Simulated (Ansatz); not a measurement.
`[AlH2][SiH]([SiH3])[SiH3]` + `O[SiH3]` → `[AlH2][SiH]([SiH3])O[SiH3]` + SiH₄  (cleavage of the Si–Si bond)

Gas-phase electronic energies from Ansatz, PBE0-D4/def2-TZVP geometries. CBS: MP2 limit from def2 TZ/QZ plus the TZ coupled-cluster correction, frozen cores. This one scheme is used for every species. DFT in def2-TZVPP. One conformer a species, not always the lowest.

Question: Is it downhill or uphill in electronic energy at CCSD(T)/CBS, and by how much? (Best estimate.)

Answer: Computed: Downhill: ΔE = -0.67 eV.

Question: What do these levels give: PBE-D4, r2SCAN-D4, ωB97X-V, CCSD(T)/def2-TZVPP, SCS-MP2/def2-QZVPP, MP2/CBS(def2)? (Best estimate.)

Answer: Computed: PBE-D4 -0.46, r2SCAN-D4 -0.60, ωB97X-V -0.70, CCSD(T)/def2-TZVPP -0.68, SCS-MP2/def2-QZVPP -0.78, MP2/CBS(def2) -0.69 eV.

Largest T1 diagnostic among the species: 0.014.

From PBE to PBE0 (25 % exact exchange), in def2-TZVPP and without D4, ΔE moves by −0.05 eV. In def2-TZVPP, CCSD(T) changes the Hartree–Fock value by +0.30 eV (the triples alone add +0.05 eV) and MP2 by +0.29 eV.
